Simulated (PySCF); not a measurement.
One molecule, a ladder of functionals, a line

Molecule: SMILES [SiH3][SiH2]C=C(Cl)Cl, C₂H₆Cl₂Si₂.

Structure with atom numbers: `[SiH3:1][SiH2:2][CH:3]=[C:4]([Cl:5])[Cl:6]`. Hydrogens are named by the atom that carries them.

GIAO shieldings (ppm, equivalent atoms averaged) in PySCF on the PBE0-D3(BJ)/def2-SVP geometry, basis pcSseg-1, gas phase, non-relativistic:

```tsv
functional	exact exchange (%)	σ(Si2)	σ(Si1)	σ(Cl6)	σ(Cl5)
BLYP	0	404.6	428.2	499.5	520.0
BP86	0	415.5	439.5	510.8	527.3
PBE	0	417.6	442.1	512.9	529.5
PBE0	25	431.7	454.1	556.3	573.6
mPW1PW91	25	429.2	450.9	553.8	571.5
BHandHLYP	50	433.8	453.8	583.3	605.5
HF	100	464.2	480.7	657.0	681.6
```

(1) Fit each shielding as a line in the percentage of exact exchange.

(2) What does the line predict for B3LYP (20 %), and what does the run give?

Answers

(1) σ(Si2) = 413.8 + 0.50 x (rms 4.9 ppm); σ(Si1) = 437.8 + 0.42 x (rms 5.1 ppm); σ(Cl6) = 510.9 + 1.49 x (rms 5.9 ppm); σ(Cl5) = 528.2 + 1.56 x (rms 4.4 ppm). The functionals also differ in their semilocal parts, which the line can't hold; Hartree–Fock has no correlation at all.

(2) σ(Si2): 423.8 predicted, 416.6 computed; σ(Si1): 446.2 predicted, 438.7 computed; σ(Cl6): 540.7 predicted, 535.3 computed; σ(Cl5): 559.4 predicted, 555.8 computed ppm.
